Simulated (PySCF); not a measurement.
## Ar+: ionisation energy

Ar+ [Ne] 3s2 3p5 (2P) → Ar(2+) [Ne] 3s2 3p4 (3P), as a difference of total energies. Computed with PySCF 2.14 in x2c-QZVPPall, with the spin-free X2C one-electron Hamiltonian (Gaussian nucleus). Correlated levels: valence and next inner shell: 1s2 frozen. The calculations carry no spin-orbit coupling.

```csv
method,ionisation energy (eV)
UHF,26.354
MP2 (valence and next inner shell),27.489
SCS-MP2 (valence and next inner shell),27.500
CCSD (valence and next inner shell),27.463
CCSD(T) (valence and next inner shell),27.508
```

Question: How much does correlation contribute at CCSD(T) (valence and next inner shell)?

Answer: 27.508 − (26.354) = 1.154 eV, measured against UHF.

A first-order spin-orbit estimate (lowest level to lowest level, LS coupling) adds -0.006 eV.

Errors of the correlated levels include the incompleteness of this basis and the frozen core.

For comparison: 27.630 eV (measured; NIST Atomic Spectra Database, ionization energies).
